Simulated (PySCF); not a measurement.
**Au⁺: interval between two levels**

Au⁺ [Xe] 4f14 5d10 → Au⁺ [Xe] 4f14 5d9 6s1 [3D3, M_J = 3], as a difference of total energies. All numbers are calculated (PySCF 2.14, the two-component X2C-1e Hamiltonian, in x2c-TZVPall-2c (11s11p10d2f, 108 functions)). Correlated levels: [Kr] 4d10 4f14 frozen; the 34 highest virtual spinors dropped. "Screened" scales the spin-orbit matrix elements by Boettger's factors to mimic the two-electron term; Breit and QED terms are absent.

```json
{"method": "GHF (screened spin-orbit)", "interval between two levels (cm⁻¹)": "12767"}
{"method": "GMP2 (screened spin-orbit)", "interval between two levels (cm⁻¹)": "13981"}
```

The labels give the starting determinants; with spin-orbit coupling the two ends relaxed to ⟨J²⟩ = 0.00, ⟨L²⟩ = 0.18, ⟨S²⟩ = 0.18 and ⟨J²⟩ = 12.01, ⟨L²⟩ = 6.17, ⟨S²⟩ = 2.18.
